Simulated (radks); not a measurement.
Q: Neutral palladium, [Kr] 4d10. Calculated with a radial shooting solver on a logarithmic mesh with Libxc functionals: non-relativistic Kohn-Sham, exchange-only B88, spin-polarised, spherical densities, point nucleus. Every spin shell is full or empty, so the densities are truly spherical. Functionals are evaluated on that one density, not self-consistently. Rank these orbital-free kinetic functionals by their error against the exact value of the orbitals, and give that value: Thomas-Fermi, LC94, APBEK, revAPBEK, Perdew 92, Thakkar, LKT, PG1, Ernzerhof.

A: Exact: 4938.02 hartree. From best to worst, with 100 (|E| - |E exact|)/|E exact| (equal figures are ties): LC94 +0.07, APBEK +0.13, revAPBEK +0.31, Ernzerhof -0.39, Thakkar -0.54, Perdew 92 -0.67, Thomas-Fermi -5.43, PG1 +15.58, LKT +19.80.
